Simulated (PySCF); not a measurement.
CH₄SSe, SMILES SC[SeH] at its PBE/def2-SVP optimised geometry (Å):

```
7

S      1.2924    -0.8322     0.0000
C     -0.5272    -0.8322     0.0000
Se    -1.4425     0.9240     0.0000
H      1.4425    -0.1152    -1.1497
H     -0.9370    -1.3571    -0.8852
H     -0.8238    -1.4020     0.9011
H     -0.7536     1.4020     1.2265
```

Computed with PBE/def2-TZVP run with PySCF 2.14.0.

Map of the log10 of the electron density (e/bohr³), floored at −4 on the plane z = 0.6 Å:

```
|                             |
|      ........               |
|   ...::::::::..             |
|  .:::---==---::.            |
|..:--====+++==-::.           |
|.:--=+++****++=-::.          |
|:--=++**####**+=-:..         |
|:-=+**##%%%%#*+=--:...       |
|-=+**#%%%%%%%#*+=-::::..     |
|-=+*#%%@@@@%%#*+=-----::..   |
|-=+*#%%@@@@%%#*+======--:..  |
|-=+*#%%@@@@%##*+++++++==-:.. |
|-=+*#%%%@@%%#**+++****+==-:. |
|-=+**#%%%%%##*****###**+==-:.|
|--=+**###%%###**###%%##*+=-:.|
|:-==+**###%%%####%%%%%#**=-:.|
|::-==++*##%%%%%#%%@@@%%#*+=:.|
|.::-==+*##%@@%%%%%@@@@%#*+=-.|
| .::-==*#%@@@@%%%%%@@%%#*+=-.|
|  ..:-=+#%@@@%%##%%%%%%#*+=:.|
|   .:-=+*%@@@%####%%%%#*+=-:.|
|    .:=+*#%%%#****####**+=-:.|
|    .:-=+**#**+++*****++=-:. |
|     .:-=+++++===++++++=--:. |
|      .:-=====---======--:.  |
|      ..::----:::------::.   |
|        ...:.....::::::..    |
|                .......      |
|                             |
```
Scale: ten equal steps from -4.00 (start of ' ') to -0.485 (end of '@'), in the order ' .:-=+*#%@'; x runs from -3.50 to 3.50, y from -3.50 (bottom) to 3.50 (top).
